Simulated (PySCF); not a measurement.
**Ionisation energy of Si⁺ by level of theory**

Si⁺ [Ne] 3s2 3p1 (2P) → Si²⁺ [Ne] 3s2 (1S), as a difference of total energies. Computed with PySCF 2.14 in aug-cc-pV(D+d)Z, with no relativity, point nucleus. Correlated levels: valence: [Ne] frozen. The calculations carry no spin-orbit coupling.

```tsv
method	ionisation energy (eV)
UHF	15.826
LDA	16.369
PBE	16.425
PBE0	16.441
r2SCAN	16.517
TPSSh	16.518
BLYP	16.268
B3LYP	16.422
M06-2X	16.113
MP2 (valence)	16.000
SCS-MP2 (valence)	15.981
```

Q: How much does correlation contribute at MP2 (valence)?

A: 16.000 − (15.826) = 0.174 eV, measured against UHF.

Errors of the correlated levels include the incompleteness of this basis and the frozen core.

For comparison: 16.322 eV (measured; NIST levels, between the centres of gravity of the two terms).
